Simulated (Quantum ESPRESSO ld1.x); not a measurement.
Eu V, configuration [Xe] 4f3 6s2 (not the ground configuration). All-electron calculation, Dirac Kohn-Sham, PW91, spin-unpolarised, spherical densities, point nucleus; open shells are shared between the two j in proportion to 2j + 1. Program: ld1.x of Quantum ESPRESSO 7.5. Some entries of the table are withheld. Estimate them.

| orbital | occ. | eigenvalue (eV) | <r^2> (bohr^2) |
|---|---|---|---|
| 1s1/2 | 2 | -48404.5 | 0.0006791 |
| 2s1/2 | 2 | -8013.25 | 0.01062 |
| 2p1/2 | 2 | -7605.60 | 0.007727 |
| 2p3/2 | 4 | -6957.64 | 0.008966 |
| 3s1/2 | 2 | -1831.06 | 0.07109 |
| 3p1/2 | 2 | -1655.16 | 0.06636 |
| 3p3/2 | 4 | -1523.15 | 0.07349 |
| 3d3/2 | 4 | -1218.73 | 0.05892 |
| 3d5/2 | 6 | -1190.04 | 0.06091 |
| 4s1/2 | 2 | -427.978 | 0.3552 |
| 4p1/2 | 2 | -359.681 | 0.3727 |
| 4p3/2 | 4 | -329.674 | 0.4095 |
| 4d3/2 | 4 | -216.837 | (1) |
| 4d5/2 | 6 | -211.312 | (2) |
| 5s1/2 | 2 | -104.023 | 1.778 |
| 5p1/2 | 2 | -82.8155 | 2.093 |
| 4f5/2 | 1.28571 | -77.3484 | 0.6806 |
| 5p3/2 | 4 | -77.3255 | 2.296 |
| 4f7/2 | 1.71429 | -76.4941 | 0.6909 |
| 5d3/2 | 0 | -46.7035 | (3) |
| 5d5/2 | 0 | -45.9637 | (4) |
| 6s1/2 | 2 | -36.7179 | 8.052 |
| 6p1/2 | 0 | -30.4733 | 9.945 |
| 6p3/2 | 0 | -29.2431 | 10.69 |

Answer. 
(1) 4d3/2 <r^2> (bohr^2): 0.4615
(2) 4d5/2 <r^2> (bohr^2): 0.4751
(3) 5d3/2 <r^2> (bohr^2): 3.543
(4) 5d5/2 <r^2> (bohr^2): 3.639
